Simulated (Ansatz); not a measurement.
```yaml
crystal:
  periodic: [false, false, false]
  atoms:
    - {symbol: F, position_ang: [0.381569, -1.567815, 0.602233]}
    - {symbol: Ge, position_ang: [-0.092841, 0.260204, 0.408913]}
    - {symbol: Cl, position_ang: [1.527354, 1.213950, 0.049695]}
    - {symbol: Br, position_ang: [-1.653600, 0.268476, -1.206411]}
basis:
  gaussian: {orbitals: def2-mTZVP}
total_charge: 1
hamiltonian: {xc: {name: B97}}
accuracy: high
smearing: {width: 0.1}
output: {forces: true}
```

```sh
$ ansatz run in.yaml --threads 4 --pin off --events-out ev --progress --plain --max-ram 10444MiB
```

Problem. How does Ansatz answer? (An estimate is asked.)

Solution. Ansatz gave: The input was rejected before any iteration.
```
Error: YAML parse error: error: line 13 column 1: unknown field `smearing`, expected one of crystal, accuracy, basis, kpoints, hamiltonian, magnetization, projection, total_charge, correlation, batch, efield, external_charges, scf, relax, neb, saddle, md, ramp, phonons, dielectric, real_time, elastic, magnetic_configurations, gw, evaluate, workflow, output, checkpoint, execution
11 | hamiltonian: {xc: {name: B97}}
12 | accuracy: high
13 | smearing: {width: 0.1}
14 | output: {forces: true}
```
